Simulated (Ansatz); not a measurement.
Basis sets compared for Ag₃⁺ (the lowest singlet isomer of a short search). The state is a singlet with charge 1. Geometry B3LYP-D4/def2-TZVP. Ansatz on 4 threads of Intel Xeon 6975P-C on a shared host; times are rough, and most runs start from earlier orbitals.

```xyz
3

Ag   -0.2663    0.3389   -1.5167
Ag   -1.0859    0.3499    1.0884
Ag    1.3521   -0.6889    0.4283
```

In the def2 sets Ag takes a core potential; there is no spin–orbit coupling. The structure comes from a short search, and lower isomers may exist.

```json
{"level": "PBE-D4/def2-SVP", "functions": "93", "energy (Eh)": "-440.7193", "HOMO (eV)": "-11.11", "LUMO (eV)": "-8.14", "wall time": "0.5 s"}
{"level": "PBE0-D4/def2-SVP", "functions": "93", "energy (Eh)": "-440.6703", "HOMO (eV)": "-11.59", "LUMO (eV)": "-7.15", "wall time": "0.75 s"}
```

Problem. Estimate the rows for PBE-D4/def2-TZVP, PBE0-D4/def2-TZVP.

Solution. 
```
            level  functions  energy (Eh)  HOMO (eV)  LUMO (eV)  wall time
 PBE-D4/def2-TZVP        120    -440.8333     -11.13      -8.17      0.6 s
PBE0-D4/def2-TZVP        120    -440.7798     -11.60      -7.16        1 s
```
